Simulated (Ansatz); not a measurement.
A geometry optimisation of AsH5Si with PBE0-D4/def2-TZVP

The starting geometry of this gas-phase triplet was optimised with GFN2-xTB as a singlet.

```xyz
7

As   -0.1206    0.7257    0.4344
Si    0.3381   -1.6715    0.5462
H     1.2778    1.2120    0.5177
H    -1.1150   -2.0349    0.4207
H    -0.6449    2.1382    0.5903
H     0.3283   -1.6815    2.0500
H    -0.1140    0.8712   -1.0407
```

Where would you expect an optimisation with PBE0-D4/def2-TZVP to take it?

It falls apart into AsH3 + H2Si. Contacts that open: As1–Si2 (2.44 → 3.61 Å).

The energy falls by 0.78 eV over 14 steps:

```
step  E − E(last) (eV)
   1             0.777
   2             0.242
   4             0.060
   5             0.026
   7             0.010
   8             0.001
  10             0.000
  11             0.000
  13             0.000
  14             0.000
```

Final geometry (Å):

```csv
atom,x (Å),y (Å),z (Å)
As,-0.2853,1.2039,0.4749
Si,0.2729,-2.3556,0.7526
H,1.2249,1.3378,0.5894
H,-1.1306,-2.3671,0.2656
H,-0.4656,2.7114,0.3072
H,0.5481,-1.9568,2.1570
H,-0.2146,0.9856,-1.0281
```

The end wasn't checked by frequencies. Open shells are spin-unrestricted. The triplet needn't be the ground state. Run with Ansatz 0.2.0, 52 s on 2 threads of Arm Neoverse V1 (shared host).
